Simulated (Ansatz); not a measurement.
Steps of a relaxation of `[OH][In]([OH])[OH]` with RKS PBE0-D4/def2-TZVP.

```sh
$ ansatz run in.yaml --threads 2 --pin off --events-out ev --progress --plain --max-ram 32768MiB --backend cpu
```

```yaml
crystal:
  periodic: [false, false, false]
  atoms:
    - {symbol: O, position_ang: [-1.951182, 0.445775, -0.168091]}
    - {symbol: In, position_ang: [0.007893, -0.013141, -0.004736]}
    - {symbol: O, position_ang: [0.994734, 0.365544, 1.715159]}
    - {symbol: O, position_ang: [0.980306, -0.851316, -1.562724]}
    - {symbol: H, position_ang: [-2.241259, 0.846281, 0.675788]}
    - {symbol: H, position_ang: [1.924715, 0.085170, 1.600104]}
    - {symbol: H, position_ang: [0.346194, -0.946215, -2.301399]}
basis:
  gaussian: {orbitals: def2-TZVP}
hamiltonian: {xc: pbe0, dispersion: d4}
relax: {f_tol: 0.005, max_steps: 150}
```

Positions (Å) and forces (eV/Å) along the path, 5 of 5 steps:

```xyz
7
step=1 energy=-11361.2472 eV
O    -1.951    0.446   -0.168    0.611    0.143    0.793
In    0.008   -0.013   -0.005    0.000   -0.001   -0.001
O     0.995    0.366    1.715    0.363   -0.404   -0.852
O     0.980   -0.851   -1.563   -0.968    0.288    0.050
H    -2.241    0.846    0.676    0.159   -0.310   -0.694
H     1.925    0.085    1.600   -0.720    0.242    0.162
H     0.346   -0.946   -2.301    0.555    0.042    0.543
7
step=2 energy=-11361.3249 eV
O    -1.909    0.444   -0.161    0.021    0.102    0.299
In    0.009   -0.007   -0.007   -0.001    0.000   -0.001
O     0.980    0.361    1.675    0.254   -0.124   -0.143
O     0.957   -0.828   -1.536   -0.278    0.013   -0.154
H    -2.223    0.829    0.668    0.009   -0.095   -0.258
H     1.901    0.079    1.590   -0.234    0.103    0.101
H     0.345   -0.946   -2.275    0.229    0.000    0.155
7
step=3 energy=-11361.3320 eV
O    -1.907    0.441   -0.149    0.018    0.005    0.021
In    0.008   -0.013   -0.005    0.000    0.001   -0.001
O     0.986    0.351    1.670    0.010   -0.009   -0.024
O     0.945   -0.831   -1.537   -0.026    0.010    0.002
H    -2.237    0.840    0.661   -0.021   -0.001   -0.010
H     1.909    0.090    1.603    0.001    0.005    0.023
H     0.358   -0.946   -2.289    0.018   -0.011   -0.010
7
step=4 energy=-11361.3324 eV
O    -1.905    0.449   -0.148   -0.002    0.002    0.008
In    0.009   -0.007   -0.008    0.000   -0.002    0.000
O     0.990    0.355    1.666    0.007   -0.004   -0.001
O     0.944   -0.825   -1.540   -0.006   -0.002   -0.005
H    -2.246    0.833    0.664    0.004   -0.002   -0.008
H     1.910    0.084    1.612   -0.008    0.004   -0.001
H     0.360   -0.957   -2.292    0.006    0.003    0.007
7
step=5 energy=-11361.3324 eV
O    -1.906    0.446   -0.147   -0.002    0.002    0.003
In    0.008   -0.010   -0.006    0.000    0.000    0.000
O     0.989    0.352    1.666    0.004   -0.001    0.001
O     0.943   -0.828   -1.539   -0.001   -0.001   -0.003
H    -2.245    0.837    0.663    0.001   -0.002   -0.003
H     1.911    0.088    1.610   -0.003    0.001    0.000
H     0.361   -0.953   -2.293    0.002    0.000    0.003
```

It took 26 s on 2 threads of a server CPU on a shared host, with 0.37 GiB of host memory at the peak.
